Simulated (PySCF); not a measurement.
Core binding energy against partial charge

C₃H₃ClF₂O.
Z-matrix (Å and degrees, GFN2-xTB geometry), rows numbered from 1:
```
O 
C   1  1.1830
Cl  2  1.7460  1  122.09
C   2  1.5236  1  125.80  3   178.31
F   4  1.3682  2  110.70  1   138.02
C   4  1.5369  2  110.72  1  -102.50
F   6  1.3612  4  109.98  2    64.83
H   4  1.0981  2  108.91  1    19.53
H   6  1.0952  4  109.55  2  -176.70
H   6  1.0949  4  110.60  2   -54.60
```

Binding energies: delta-SCF UKS SCAN, pcX-2 on the ionised atom, pcseg-1 elsewhere, spin-free X2C (PySCF 2.14.0). Charges: PBE0/pcSseg-1 ground-state density, for the ionised atom.

```json
{"atom": "C6", "environment": "sp3 C–F carbon", "C 1s (eV)": "294.18", "Mulliken (e)": "+0.175", "IAO (e)": "+0.034", "Hirshfeld (e)": "+0.020", "ESP (e)": "-0.046"}
{"atom": "C4", "environment": "sp3 C–F carbon", "C 1s (eV)": "294.49", "Mulliken (e)": "+0.128", "IAO (e)": "+0.122", "Hirshfeld (e)": "+0.054", "ESP (e)": "+0.175"}
{"atom": "C2", "environment": "acyl halide carbon", "C 1s (eV)": "295.52", "Mulliken (e)": "+0.243", "IAO (e)": "+0.339", "Hirshfeld (e)": "+0.173", "ESP (e)": "+0.432"}
```

Q: Give the correlation coefficient and slope of binding energy on charge for each scheme.

A: Hirshfeld: r = 1.00, slope 8.7 eV per e; IAO: r = 1.00, slope 4.4 eV per e; ESP: r = 0.97, slope 2.8 eV per e; Mulliken: r = 0.80, slope 9.7 eV per e. On 3 points no scheme stands out.

Q: The point-charge model writes a binding energy as kq + V + constant, with V the potential of the other atoms' charges at the site. What does it give with the Mulliken charges?

A: V = Σ 14.40 eV Å × q/r over all other atoms: +0.36 eV at C6, +0.58 eV at C4, -2.78 eV at C2. Fitting binding energy − V to q gives k = 40.1 eV per e and leaves an rms residual of 0.88 eV, against 0.34 eV for the fit on q alone. The model has no term for differences in relaxation between sites.

Isolated species at its GFN2-xTB geometry (one conformer only).
